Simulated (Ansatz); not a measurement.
One geometry of `BC[SiH2][NH][AlH2]`, several functionals.

```yaml
crystal:
  periodic: [false, false, false]
  atoms:
    - {symbol: B, position_ang: [-1.359113, 2.133442, 0.998229]}
    - {symbol: C, position_ang: [-1.141553, 0.624947, 0.849616]}
    - {symbol: Si, position_ang: [0.586189, 0.307702, 0.138501]}
    - {symbol: N, position_ang: [0.844522, -1.371167, -0.166325]}
    - {symbol: Al, position_ang: [1.138887, -2.203525, -1.715699]}
    - {symbol: H, position_ang: [-1.835987, 2.773853, 0.104600]}
    - {symbol: H, position_ang: [-0.997336, 2.712940, 1.983016]}
    - {symbol: H, position_ang: [-1.812726, 0.134376, 0.137972]}
    - {symbol: H, position_ang: [-1.127608, 0.079023, 1.799736]}
    - {symbol: H, position_ang: [1.586705, 0.836750, 1.105820]}
    - {symbol: H, position_ang: [0.747469, 1.004038, -1.163703]}
    - {symbol: H, position_ang: [0.843972, -1.954967, 0.661122]}
    - {symbol: H, position_ang: [1.139923, -1.338320, -3.037786]}
    - {symbol: H, position_ang: [1.373758, -3.768491, -1.666401]}
basis:
  gaussian: {orbitals: def2-TZVPP}
hamiltonian: {xc: {name: B3LYP}, dispersion: d4}
output: {forces: true, orbitals: {seedname: orbitals}}
```

```sh
$ ansatz run in.yaml --threads 4 --pin off --events-out ev --progress --plain --max-ram 10444MiB
```

Shortened log:

```
Functional definition: B3LYP
1619 factors; their error is unknown
mean field evaluation 1: about -17814.3054 eV, gradient 8.5e1 eV
mean field evaluation 2: about -17779.0663 eV, gradient 1.3e2 eV
mean field evaluation 4: about -17828.7330 eV, gradient 1.2e1 eV
mean field evaluation 8: about -17829.0628 eV, gradient 1.2e-1 eV
mean field evaluation 16: about -17829.0726 eV, gradient 2.6e-4 eV
mean field -17829.07255902 eV, -655.2063315646 hartree, gradient 1.8e-5 eV, S^2 0.000000; 0 other end points of the search recorded, 0 dependent functions left out
reference -17829.07291484 eV, -655.2063446406 hartree; 27, 27 occupied and 276, 276 virtual orbitals, 1619 factors
Total energy: -17829.56398449 eV, -655.2243911176 hartree
Atom 0 at    -1.359113     2.133442     0.998229 Å, force    -0.061648     0.154383     0.029130 eV/Å
Atom 1 at    -1.141553     0.624947     0.849616 Å, force    -0.058227    -0.034323     0.020416 eV/Å
Atom 2 at     0.586189     0.307702     0.138501 Å, force     0.166046     0.157713    -0.035575 eV/Å
Atom 3 at     0.844522    -1.371167    -0.166325 Å, force     0.014454    -0.059829     0.015158 eV/Å
Atom 4 at     1.138887    -2.203525    -1.715699 Å, force     0.027502    -0.100665    -0.132715 eV/Å
Atom 5 at    -1.835987     2.773853     0.104600 Å, force     0.053482    -0.060615     0.098698 eV/Å
Atom 6 at    -0.997336     2.712940     1.983016 Å, force    -0.039328    -0.055613    -0.108953 eV/Å
Atom 7 at    -1.812726     0.134376     0.137972 Å, force     0.016745     0.021662     0.064546 eV/Å
Atom 8 at    -1.127608     0.079023     1.799736 Å, force    -0.032921     0.020642    -0.054099 eV/Å
Atom 9 at     1.586705     0.836750     1.105820 Å, force    -0.061061    -0.031051    -0.064857 eV/Å
Atom 10 at     0.747469     1.004038    -1.163703 Å, force    -0.010017    -0.042519     0.095149 eV/Å
Atom 11 at     0.843972    -1.954967     0.661122 Å, force    -0.000879    -0.005916    -0.003873 eV/Å
Atom 12 at     1.139923    -1.338320    -3.037786 Å, force     0.000591    -0.063942     0.088358 eV/Å
Atom 13 at     1.373758    -3.768491    -1.666401 Å, force    -0.014740     0.100073    -0.011382 eV/Å
Dipole moment:    -0.007330    -0.322469     0.131570 e Å
```

It took 7 s on 4 threads of an Arm Neoverse V1 on a shared host, with 1 GiB of host memory at the peak.

The same input with `hamiltonian: {xc: {name: B2PLYP}}` and no forces (abridged; 7.5 s):

```
Functional definition: B2PLYP
mean field evaluation 16: about -17811.6736 eV, gradient 9.0e-5 eV
mean field -17811.67360182 eV, -654.5669316808 hartree, gradient 2.2e-6 eV, S^2 0.000000
13 core orbitals not correlated: weight in the atoms' cores, before any rotation towards them, 1.000 or more for the frozen orbitals, at most 0.000 for the correlated occupied ones
second order -23.07653090 eV of doubles, -0.00000000 eV of singles
Total energy: -17817.90448853 eV, -654.7959125439 hartree
```

The same input with `hamiltonian: {xc: {name: wB97X-V}}` and no forces (abridged; 11 s):

```
Functional definition: wB97X-V
mean field evaluation 16: about -17824.2410 eV, gradient 1.4e-4 eV
mean field -17824.24096388 eV, -655.0287737181 hartree, gradient 3.3e-5 eV, S^2 0.000000
Total energy: -17824.24096089 eV, -655.0287736081 hartree
```

B3LYP takes the VWN-RPA correlation (the form of Gaussian; ORCA's B3LYP/G).
